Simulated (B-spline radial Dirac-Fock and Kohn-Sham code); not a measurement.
**Internal conversion coefficients of Ag at 180 keV**

Z = 47 (silver), transition energy 180 keV. Model: a Dirac-Hartree-Slater potential of the neutral atom with a Latter tail (no hole, which puts coefficients of high multipoles low close above an edge), finite nucleus with surface currents. Program: a radial finite-basis atomic code. Subshells that would emit electrons below 1 keV are left out.

Input of the calculation (task.json; shells as n, l, electrons):

```json
{"items": [{
  "Z": 47,
  "q": 0,
  "cfg": [[1, 0, 2], [2, 0, 2], [2, 1, 6], [3, 0, 2], [3, 1, 6], [3, 2, 10], [4, 0, 2], [4, 1, 6], [4, 2, 10], [5, 0, 1]],
  "A": 107,
  "rrms": 4.5454,
  "do": "conversion",
  "gamma": [180.0],
  "edges": {"K": 25514.0, "L1": 3806.0, "L2": 3524.0, "L3": 3351.0, "M1": 719.0, "M2": 603.8, "M3": 573.0, "M4": 374.0, "M5": 368.3, "N1": 97.0, "N2": 63.7, "N3": 62.36}
}]}
```

Command: `python xray2_run.py task.json out`

```tsv
subshell	electron energy (keV)	E2	E4	M1	M4	M5
K	154.49	0.148	3.25	0.0725	12.9	68.9
L1	176.19	0.0147	0.296	0.00834	2.26	14.1
L2	176.48	0.00536	1.16	0.000455	0.477	3.87
L3	176.65	0.00569	0.973	0.000132	1.29	14.3
M1	179.28	0.00276	0.0554	0.00159	0.456	2.90
M2	179.40	0.00109	0.240	9.26e-05	0.0994	0.815
M3	179.43	0.00116	0.202	2.67e-05	0.278	3.12
M4	179.63	4.39e-06	0.00342	2.49e-07	0.00333	0.0497
M5	179.63	4.68e-06	0.00316	2.24e-07	0.00228	0.0547
N1	179.90	0.000526	0.0106	0.000304	0.0883	0.563
N2	179.94	0.000187	0.0414	1.59e-05	0.0172	0.141
N3	179.94	0.000198	0.0344	4.55e-06	0.0477	0.538
N4	179.99	5.02e-07	0.000392	2.85e-08	0.000382	0.00571
N5	179.99	5.26e-07	0.000357	2.52e-08	0.000259	0.00621
total		0.180	6.27	0.0835	17.9	109
```

Problem. For a pure E2 transition, what fraction of decays emits a photon?

Solution. 1/(1 + α) = 0.848 with the total α = 0.180; the total includes the outer subshells that are not listed.
